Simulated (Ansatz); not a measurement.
C2H7ClOSi can be A, `CCO[SiH2]Cl`, or B, `OC(Cl)C[SiH3]`.

Computed with Ansatz on PBE0-D4/def2-TZVP structures; ΔE is electronic, products minus reactants. CCSD(T)/CBS adds triple-zeta CCSD(T) − MP2 to the extrapolated MP2 energy (def2 sets, frozen cores). DFT in def2-TZVPP. B3LYP here is the variant with VWN-RPA as its local correlation; programs differ in this. One conformer a species, not always the lowest.

Question: Which isomer does CCSD(T)/CBS put lower? Give the gap. (Estimate.)

Answer: The calculation gave: A, by 58.3 kcal/mol.

Question: Give E(B) − E(A) in kcal/mol with B2PLYP, ωB97M-V, CCSD/def2-TZVPP, B3LYP, LDA (SPW92), MP2/def2-TZVPP, PBE0-D4. (Best estimate.)

Answer: The calculation gave: B2PLYP 59.6, ωB97M-V 57.6, CCSD/def2-TZVPP 59.1, B3LYP 59.2, LDA (SPW92) 51.6, MP2/def2-TZVPP 59.1, PBE0-D4 55.6. None reverses the order clearly.

Question: Does the order hold for the free energy at 298.15 K (harmonic terms from PBE0-D4)? (Estimate.)

Answer: Computed: Yes: G(B) − G(A) = +56.7 kcal/mol, for one conformer each. Modes under 60 cm⁻¹, often nearly free rotors, make the harmonic entropy too high.

Largest T1 diagnostic: 0.011.

From PBE to PBE0 (25 % exact exchange), in def2-TZVPP and without D4, E(B) − E(A) moves by +2.4 kcal/mol. The D4 term adds −1.0 kcal/mol with B3LYP and −0.5 kcal/mol with PBE0; it sums over pairs of atoms, weighted by their polarisabilities, and B3LYP, whose exchange is more repulsive, gets the larger term.
